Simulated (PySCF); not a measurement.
Tl²⁺: excitation energy

Tl²⁺ [Xe] 4f14 5d10 6s1 (2S) → Tl²⁺ [Xe] 4f14 5d10 6p1 (2P), as a difference of total energies. Computed with PySCF 2.14 in aug-cc-pwCVTZ-PP with ECP60MDF (8s7p6d4f1g, 96 functions), with scalar relativity through the core potential. Correlated levels: valence and next inner shell: nothing frozen outside the core potential. The calculations carry no spin-orbit coupling.

| method | excitation energy (cm⁻¹) |
| --- | --- |
| UHF | 70311 |
| LDA | 75905 |
| PBE | 74359 |
| PBE0 | 73991 |
| r2SCAN | 74692 |
| HSE06 | 73872 |
| revPBE | 74061 |
| BHandHLYP | 73384 |
| CAM-B3LYP | 74047 |
| MP2 (valence and next inner shell) | 75864 |
| SCS-MP2 (valence and next inner shell) | 75043 |
